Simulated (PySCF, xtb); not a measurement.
H₃O₃Si, SMILES O[Si](O)O (connectivity only; charge and spin as stated), charge +1, multiplicity 1.

xtb with GFN2-xTB at its own geometry gives an orbital gap of 8.15 eV.

Coordinates come from a r2SCAN-D4/def2-SVP optimisation. The spin state was assumed, not searched. The isomer is the one that the SMILES or the coordinates give; other isomers of the formula were not compared. Other conformers were not sampled.

Task: What does r2SCAN/def2-TZVPD (PySCF) give? (Estimate from the structure and the level; the computed values follow.)

Result: gap 7.41 eV (levels -15.07 and -7.66 eV).
